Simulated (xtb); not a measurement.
Ge(H)(F)2(vinyl) (C2H4F2Ge), SMILES [F][GeH]([F])[CH]=C. All values are semi-empirical tight-binding results from xtb (GFN2-xTB unless named), good for trends rather than for accurate numbers. The structure is a stationary point at GFN2-xTB. One conformer was computed; it need not be the lowest.

For metal compounds this method's bond lengths and energies can be far off.

Computed properties:
The orbital gap is 4.77 eV. The zero-point energy is 31.8 kcal/mol and the G − E(el) at 298.15 K (modified RRHO) comes out as 11.7 kcal/mol.
